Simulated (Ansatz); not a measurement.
Species: 2-bromoselenophene, C$_{4}$H$_{3}$BrSe, charge 0, multiplicity 1. 
Geometry from a B3LYP-D3(BJ)/def2-TZVP (Ansatz, a quantum-chemistry and plane-wave program) optimisation:
```
C
C 1 1.3575
H 1 1.0805 2 122.53
C 1 1.4285 3 123.36 2 180.00
C 4 1.3573 1 115.50 3 180.00
H 5 1.0775 4 127.73 1 180.00
H 4 1.0817 5 122.41 6 0.00
Se 5 1.8722 6 120.59 4 180.00
Br 2 1.8820 1 126.22 3 0.00
```
Charge 0, spin multiplicity 1.

Dipole moments at this geometry, in debye (magnitudes).

```json
[
 {"level": "B97M-V/def2-TZVPD", "program": "Ansatz", "dipole (D)": "1.51"},
 {"level": "BHLYP/def2-TZVPD", "program": "Ansatz", "dipole (D)": "1.65"},
 {"level": "r2SCAN0/def2-TZVPD", "program": "Ansatz", "dipole (D)": "1.61"},
 {"level": "wB97X-V/def2-TZVPD", "program": "Ansatz", "dipole (D)": "1.63"},
 {"level": "CCSD(T)/aug-cc-pVDZ", "program": "Ansatz", "dipole (D)": "___"}
]
```

Some entries are withheld; supply them.


- CCSD(T)/aug-cc-pVDZ, dipole (D): 1.51
